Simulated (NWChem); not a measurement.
# BF₂ cation

```xyz
3

F      0.0000     0.0000    -1.2264
B      0.0000     0.0000     0.0000
F      0.0000     0.0000     1.2264
```
Atoms are numbered in this order, from 1.

Computed with NWChem. Structure relaxed at the PBE0-D3(BJ)/def2-TZVP level. B3LYP is NWChem's, with the RPA form of VWN correlation. Atomic charges in e: unrestrained fits to the electrostatic potential beside Mulliken populations; the two definitions need not agree.

Q: What does the run give for B3LYP/def2-SVP? Quantities: ESP F1; Mulliken F1; ESP B2; Mulliken B2; ESP F3; Mulliken F3; relative RMS misfit of the potential (%).

A: 
- ESP F1 = -0.03
- Mulliken F1 = 0.23
- ESP B2 = 1.06
- Mulliken B2 = 0.54
- ESP F3 = -0.03
- Mulliken F3 = 0.23
- relative RMS misfit of the potential (%) = 1
